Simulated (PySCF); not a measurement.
Vertical excitations of a molecule C4H6O2Si from TDA-CAM-B3LYP/def2-SVPD in PySCF 2.14.0, as energy in eV (oscillator strength): 5.30 (0.000), 5.82 (0.120), 6.18 (0.001), 6.65 (0.002), 6.83 (0.013), 6.94 (0.015), 7.05 (0.000), 7.46 (0.001), 7.63 (0.006), 7.70 (0.362). Lowest triplet (TDA): 3.69 eV. Coordinates come from a r2SCAN-D4/def2-SVP optimisation. The geometry has at least one imaginary mode, so it is a saddle point at that level. Other conformers were not sampled.

Task: Which molecule gave these data?
(A) O=C1OC=C[C@@H]1[SiH3]
(B) C[Si@H]1C=COC1=O
(C) Oc1cc([SiH3])co1
(D) Oc1occc1[SiH3]

Result: C, Oc1cc([SiH3])co1
